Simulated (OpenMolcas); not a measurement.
Ta3+: moving or changing the point charges

Ta3+ among 4 point charges of -1 e arranged as a tetrahedron (Td), 2.17 Å from the ion.

* Program: OpenMolcas 26.06
* Method: CASSCF
* Basis: ANO-RCC-VDZP [7s6p4d2f1g]
* Scalar Hamiltonian: DKH2, point nucleus
* Active space: 2 electrons in 5 orbitals (5d)
* State averaging: 2S+1 = 3 even, 10 roots; 2S+1 = 1 even, 15 roots
* Spin-orbit coupling: state interaction with AMFI integrals over the reference wave functions

Runs around this geometry, states (labels of Td). Energies in cm-1 above the lowest state or level, χT in cm3 K/mol; 10Dq and B are least-squares fits to the states below 45000 cm-1, weighted by degeneracy, with a free offset, and given where the rms deviation is under 5 % of |10Dq| (or 100 cm-1) and under 700 cm-1; 10Dq is negative for this site.

```
R (Å)  q (e)  Ground state  First state of that spin   10Dq  B (rms of fit)  First gap with spin-orbit (degeneracies)  χT at 300 K  First state of another spin
 2.17   -0.8           3A2                  3T2 2629  -2654        672 (76)                               1359 (3, 2)        0.121                      1E 9957
 2.01     -1           3A2                  3T2 4041                                                      2383 (3, 2)        0.086                      1E 9986
 2.17     -1           3A2                  3T2 3117  -3131       662 (121)                               1690 (3, 2)        0.099                      1E 9978
```

Taking the first state of the same spin as R^-n, n = -ln(3117 / 4041) / ln(2.17 / 2.01) = 3.4 between the shortest and longest distance.

Scaling the charges by -0.8 / -1 = 0.80 scales |10Dq| by 2654 / 3131 = 0.85; with fixed orbitals a first-order splitting would follow the charge.

Without dynamic correlation the repulsion within the d shell is too large (B by tens of per cent), so at a given field states of lower spin stand too high. Spin-orbit coupling mixes the spin-free states strongly: the lowest level takes only 46 % from its leading state, 3A2 (figures for R = 2.17, q = -0.8; the like holds for R = 2.01, q = -1, R = 2.17, q = -1). The ground term spreads over less than 5000 cm-1, several times less than with real ligands, so orbital moments are less quenched and χT lies further from the spin-only value than at real sites (holds for R = 2.17, q = -0.8). Point charges carry no covalency, so the field is a model and not that of real ligands. No measured value stands beside these numbers.
